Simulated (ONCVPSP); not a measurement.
# PBE ONCV dataset for Ru (Z = 44), scalar-relativistic all-electron reference.

Input for ONCVPSP 4.0.1:

```
# ATOM AND REFERENCE CONFIGURATION
# atsym  z   nc   nv     iexc    psfile
  Ru 44.00    6    4        4      upf
#
#   n    l    f
    1    0    2.00
    2    0    2.00
    2    1    6.00
    3    0    2.00
    3    1    6.00
    3    2   10.00
    4    0    2.00
    4    1    6.00
    4    2    7.00
    5    0    1.00
#
# PSEUDOPOTENTIAL AND OPTIMIZATION
# lmax
    2
#
#   l,   rc,      ep,       ncon, nbas, qcut
    0    1.80    0.00    4    7    7.50
    1    1.50    0.00    3    6    7.10
    2    2.25    0.00    4    8    5.80
#
# LOCAL POTENTIAL
# lloc, lpopt,  rc(5),   dvloc0
    4    5    1.45    3.00
#
# VANDERBILT-KLEINMAN-BYLANDER PROJECTORs
# l, nproj, debl
    0    3    1.50
    1    2    2.30
    2    2    2.20
#
# MODEL CORE CHARGE
# icmod, fcfact, rcfact
    3    5.50    1.35
#
# LOG DERIVATIVE ANALYSIS
# epsh1, epsh2, depsh
   -4.00    5.00    0.02
#
# OUTPUT GRID
# rlmax, drl
    6.00    0.01
#
# TEST CONFIGURATIONS
# ncnf
    4
# nvcnf
#   n    l    f
    4
    4    0    2.00
    4    1    6.00
    4    2    7.00
    5    0    0.00
#
    4
    4    0    2.00
    4    1    6.00
    4    2    6.00
    5    0    0.00
#
    4
    4    0    2.00
    4    1    6.00
    4    2    5.00
    5    0    0.00
#
    4
    4    0    2.00
    4    1    6.00
    4    2    7.00
    5    0    0.50
#
```

Command:

```bash
oncvpsp.x < Ru.dat > Ru.out
```

Resulting log (shortened: citation, most of the input echo, consistency checks and plot data are left out):

```
ONCVPSP  (Optimized Norm-Conservinng Vanderbilt PSeudopotential)
scalar-relativistic version 4.0.1

#   n    l    f        energy (Ha)
    1    0    2.00    -8.0619226E+02
    2    0    2.00    -1.1591338E+02
    2    1    6.00    -1.0381142E+02
    3    0    2.00    -2.0412248E+01
    3    1    6.00    -1.6435177E+01
    3    2   10.00    -1.0036845E+01
    4    0    2.00    -2.8065926E+00
    4    1    6.00    -1.7057633E+00
    4    2    7.00    -1.9118430E-01
    5    0    1.00    -1.5580714E-01

Reference configufation results
  iterations    32
  all-electron total energy (Ha)   -4.53075259D+03

Begin loop to  construct optimized pseudo wave functions
and semi-local pseudopoentials for all angular momenta

   Wellstate for l =  0  n =  6
     eigenvalue =   1.3442
     asymptotic potential =   1.8442
     half-point radius =  3.5394

Calculating optimized projector #   1

 for l=   0

    Fraction of norm inside rc  0.972372
    Optimizing pswf for qcut=   7.49 a_B^-1,  ecut=  28.07 Ha
    Residual kinetic energy error=  3.73D-07 Ha

    Energy error per electron        Cutoff
         Ha          eV             Ha
         0.01000     0.27211       12.35
         0.00100     0.02721       17.64
         0.00010     0.00272       21.44
         0.00001     0.00027       24.26

Calculating optimized projector #   2

 for l=   0

    Fraction of norm inside rc  0.068663
    Optimizing pswf for qcut=   7.49 a_B^-1,  ecut=  28.07 Ha
    Residual kinetic energy error=  8.52D-07 Ha

    Energy error per electron        Cutoff
         Ha          eV             Ha
         0.01000     0.27211        5.34
         0.00100     0.02721       16.18
         0.00010     0.00272       21.21
         0.00001     0.00027       24.66

Calculating optimized projector #   3

 for l=   0

    Fraction of norm inside rc  0.143324
    Optimizing pswf for qcut=   7.49 a_B^-1,  ecut=  28.07 Ha
    Residual kinetic energy error=  5.93D-06 Ha

    Energy error per electron        Cutoff
         Ha          eV             Ha
         0.01000     0.27211       13.37
         0.00100     0.02721       19.66
         0.00010     0.00272       24.01
         0.00001     0.00027       27.30

   Wellstate for l =  1  n =  5
     eigenvalue =   0.5942
     asymptotic potential =   1.0942
     half-point radius =  2.7122

Calculating optimized projector #   1

 for l=   1

    Fraction of norm inside rc  0.830568
    Optimizing pswf for qcut=   7.09 a_B^-1,  ecut=  25.15 Ha
    Residual kinetic energy error=  2.75D-05 Ha

    Energy error per electron        Cutoff
         Ha          eV             Ha
         0.01000     0.27211       11.12
         0.00100     0.02721       13.86
         0.00010     0.00272       17.56
         0.00001     0.00027       52.08

Calculating optimized projector #   2

 for l=   1

    Fraction of norm inside rc  0.099507
    Optimizing pswf for qcut=   7.09 a_B^-1,  ecut=  25.15 Ha
    Residual kinetic energy error=  5.26D-05 Ha

    Energy error per electron        Cutoff
         Ha          eV             Ha
         0.01000     0.27211       10.28
         0.00100     0.02721       13.43
         0.00010     0.00272       22.53
         0.00001     0.00027       49.94

   Wellstate for l =  2  n =  6
     eigenvalue =   2.0088
     asymptotic potential =   2.5088
     half-point radius =  3.9350

Calculating optimized projector #   1

 for l=   2

    Fraction of norm inside rc  0.796268
    Optimizing pswf for qcut=   5.80 a_B^-1,  ecut=  16.82 Ha
    Residual kinetic energy error=  1.04D-04 Ha

    Energy error per electron        Cutoff
         Ha          eV             Ha
         0.01000     0.27211       11.97
         0.00100     0.02721       14.50
         0.00010     0.00272       17.54
         0.00001     0.00027       44.60

Calculating optimized projector #   2

 for l=   2

    Fraction of norm inside rc  0.219753
    Optimizing pswf for qcut=   5.80 a_B^-1,  ecut=  16.82 Ha
    Residual kinetic energy error=  9.61D-04 Ha

    Energy error per electron        Cutoff
         Ha          eV             Ha
         0.01000     0.27211       13.70
         0.00100     0.02721       17.00
         0.00010     0.00272       40.37
         0.00001     0.00027       60.36

Construct Vanderbilt / Kleinmman-Bylander projectors

B matrix Hermiticity error, ll=   0
   1   2    2.5520E-04
   1   3   -5.3439E-04
   2   3    6.4996E-05

  Orthonormal projector coefficients  8.5308E+00  7.7322E-01 -2.3039E-01

B matrix Hermiticity error, ll=   1
   1   2    3.4094E-04

  Orthonormal projector coefficients  1.8115E+00 -8.7642E-01

B matrix Hermiticity error, ll=   2
   1   2   -1.7715E-04

  Orthonormal projector coefficients -1.6920E+00 -6.8803E-01

Model core correction analysis
  based on d2Exc/dn_idn_j

d2excae - all-electron derivatives

   -3.432838D-02   -3.043987D-02   -1.681347D-02   -1.692203D-03
   -3.044007D-02   -2.844937D-02   -1.794185D-02   -2.106975D-03
   -1.681371D-02   -1.794198D-02   -1.806087D-02   -9.294950D-03
   -1.692071D-03   -2.106548D-03   -9.292989D-03   -2.801148D-02

d2excps - pseudofunction derivatives with no core correction

   -4.572860D-02   -3.448710D-02   -1.549988D-02   -2.648793D-03
   -3.448835D-02   -3.169699D-02   -1.786124D-02   -2.457281D-03
   -1.550004D-02   -1.786135D-02   -1.922103D-02   -9.222221D-03
   -2.649360D-03   -2.456898D-03   -9.220272D-03   -2.802707D-02

rms 2nd derivative error    3.355767E-03

rmatch, rhocmatch    0.6934   15.5329

Teter function model core charge with specified parameters

d2excps - pseudofunction derivatives with core correction

   -3.013246D-02   -2.735660D-02   -1.437275D-02   -1.560519D-03
   -2.735660D-02   -2.715340D-02   -1.715619D-02   -1.968431D-03
   -1.437279D-02   -1.715622D-02   -1.928262D-02   -9.128877D-03
   -1.560375D-03   -1.968011D-03   -9.126929D-03   -2.795216D-02

rms 2nd derivative error    1.821297E-03

Pseudoatom total energy  -94.502415

Diagnostic tests using Vanderbilt-Kleinman-Bylander pseudopotentials
  1 or more projectors used as specified by nproj input data

   l    rcore       rmatch      e in        delta e   norm test  slope test

   0   1.8058211   1.8606498  -2.8065926   0.0000024   1.0001896   1.0001728
   0   1.8058211   1.8606498  -0.1558071   0.0000022   1.0000291   1.0000216
   0   1.8058211   1.8606498   1.3441929   0.0000291   1.0002073   1.0002073

   1   1.5001591   1.5457072  -1.7057633   0.0000250   1.0001646   1.0001952
   1   1.5001591   1.5457072   0.5942367   0.0000199   1.0003139   1.0003139

   2   2.2532014   2.3216135  -0.1911843  -0.0000012   1.0000686   1.0000727
   2   2.2532014   2.3216135   2.0088157   0.0000265   1.0001103   1.0001103

 Testing for bound ghosts
   n   l    E NL Schr. Eq   E Basis Diag.   E Cutoff

   1   0       -2.806590       -2.806590     81.27
   2   0       -0.155805       -0.111287     81.27

   2   1       -1.705738       -1.705731     69.03

   3   2       -0.191186       -0.190648     67.95

 Testing for highly-localized positive-energy ghosts
       l    <radius>/rc     E Basis Diag.   E Cutoff

Test configuration 0

   n   l     f        eae           eps        diff
   1   0  2.0000 -806.19226258
   2   0  2.0000 -115.91337527
   2   1  6.0000 -103.81142209
   3   0  2.0000  -20.41224764
   3   1  6.0000  -16.43517702
   3   2 10.0000  -10.03684495
   4   0  2.0000   -2.80659264   -2.80659025    2.39D-06
   4   1  6.0000   -1.70576332   -1.70573833    2.50D-05
   4   2  7.0000   -0.19118430   -0.19118554   -1.24D-06
   5   0  1.0000   -0.15580714   -0.15580493    2.21D-06

    Total energies and differences
      AE_ref= -4.53075259D+03  AE_tst= -4.53075259D+03  dif=  0.00D+00
      PS_ref= -9.45024153D+01  PS_tst= -9.45024153D+01  dif=  5.83D-13
      PSP excitation error= -5.83D-13

Test configuration 1

   n   l     f        eae           eps        diff
   1   0  2.0000 -806.46376883
   2   0  2.0000 -116.18083304
   2   1  6.0000 -104.07911963
   3   0  2.0000  -20.68091432
   3   1  6.0000  -16.70382927
   3   2 10.0000  -10.30517050
   4   0  2.0000   -3.07860716   -3.08057928   -1.97D-03
   4   1  6.0000   -1.97905601   -1.97995774   -9.02D-04
   4   2  7.0000   -0.46095259   -0.46131312   -3.61D-04

    Total energies and differences
      AE_ref= -4.53075259D+03  AE_tst= -4.53048460D+03  dif=  2.68D-01
      PS_ref= -9.45024153D+01  PS_tst= -9.42344083D+01  dif=  2.68D-01
      PSP excitation error= -1.36D-05

Test configuration 2

   n   l     f        eae           eps        diff
   1   0  2.0000 -806.94069381
   2   0  2.0000 -116.66201928
   2   1  6.0000 -104.56000089
   3   0  2.0000  -21.15985756
   3   1  6.0000  -17.18277160
   3   2 10.0000  -10.78457442
   4   0  2.0000   -3.54654378   -3.54648701    5.68D-05
   4   1  6.0000   -2.44066224   -2.44042221    2.40D-04
   4   2  6.0000   -0.88700655   -0.88615113    8.55D-04

    Total energies and differences
      AE_ref= -4.53075259D+03  AE_tst= -4.52981626D+03  dif=  9.36D-01
      PS_ref= -9.45024153D+01  PS_tst= -9.35660989D+01  dif=  9.36D-01
      PSP excitation error=  1.54D-05

Test configuration 3

   n   l     f        eae           eps        diff
   1   0  2.0000 -807.49912553
   2   0  2.0000 -117.22678289
   2   1  6.0000 -105.12440761
   3   0  2.0000  -21.71866251
   3   1  6.0000  -17.74156215
   3   2 10.0000  -11.34428134
   4   0  2.0000   -4.08196066   -4.07707056    4.89D-03
   4   1  6.0000   -2.96656351   -2.96261725    3.95D-03
   4   2  5.0000   -1.37266426   -1.36735108    5.31D-03

    Total energies and differences
      AE_ref= -4.53075259D+03  AE_tst= -4.52869090D+03  dif=  2.06D+00
      PS_ref= -9.45024153D+01  PS_tst= -9.24434150D+01  dif=  2.06D+00
      PSP excitation error=  2.69D-03

Test configuration 4

   n   l     f        eae           eps        diff
   1   0  2.0000 -806.32160787
   2   0  2.0000 -116.04088980
   2   1  6.0000 -103.93904533
   3   0  2.0000  -20.54034654
   3   1  6.0000  -16.56326982
   3   2 10.0000  -10.16478611
   4   0  2.0000   -2.93638970   -2.93723852   -8.49D-04
   4   1  6.0000   -1.83623828   -1.83659729   -3.59D-04
   4   2  7.0000   -0.32045235   -0.32059588   -1.44D-04
   5   0  0.5000   -0.26669296   -0.26664576    4.72D-05

    Total energies and differences
      AE_ref= -4.53075259D+03  AE_tst= -4.53064736D+03  dif=  1.05D-01
      PS_ref= -9.45024153D+01  PS_tst= -9.43971807D+01  dif=  1.05D-01
      PSP excitation error= -1.01D-05
```

The run took about 3.9 s on one core of a shared server CPU.
